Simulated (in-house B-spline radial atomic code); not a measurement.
# Te IX (Te8+): [Kr] 4d7 6s1 (an excited or competing configuration)

All numbers are computed (Dirac-Hartree-Fock, average of configuration; Fermi nucleus of rms radius 4.7423 fm) with a B-spline radial code for spherical atoms, not measured.

Effective charges: Z_r = [3n² - l(l+1)]/(2<r>) from the radius, Z_e = n√(-2ε) from the energy, and Slater's rules. Values are occupation-weighted means over j. An effective charge above Z reflects the relativistic contraction of the inner shells.

```csv
shell,electrons,ε (eV),<r> (bohr),Z_r,Z_e,Slater
1s,2,-32145,0.02781,53.95,48.61,51.70
2s,2,-5149,0.1193,50.31,38.91,47.85
2p,6,-4636.1,0.1046,47.80,36.92,47.85
3s,2,-1180.3,0.3198,42.21,27.94,40.75
3p,6,-1008.7,0.318,39.30,25.83,40.75
3d,10,-746.8,0.2956,35.53,22.23,30.85
4s,2,-326.54,0.7499,32.00,19.60,24.25
4p,6,-268.47,0.7945,28.95,17.77,24.25
4d,7,-183.57,0.8845,23.74,14.69,13.90
6s,1,-65.173,2.863,18.86,13.13,9.00
```

The least bound orbital is 6s1/2 at -65.17 eV, and it is also the most diffuse (<r> = 2.863 bohr).

Spin-orbit splittings of the orbital energies (j = l + 1/2 above j = l - 1/2 when positive): 2p 275.6 eV, 3p 52.94 eV, 3d 10.91 eV, 4p 10.79 eV, 4d 1.783 eV.

For the 1s electron the small component carries 3.66 % of the norm, the zero-frequency Breit interaction raises the level by 76.91 eV, self-energy by 43.87 eV, and vacuum polarisation lowers it by 5.959 eV.
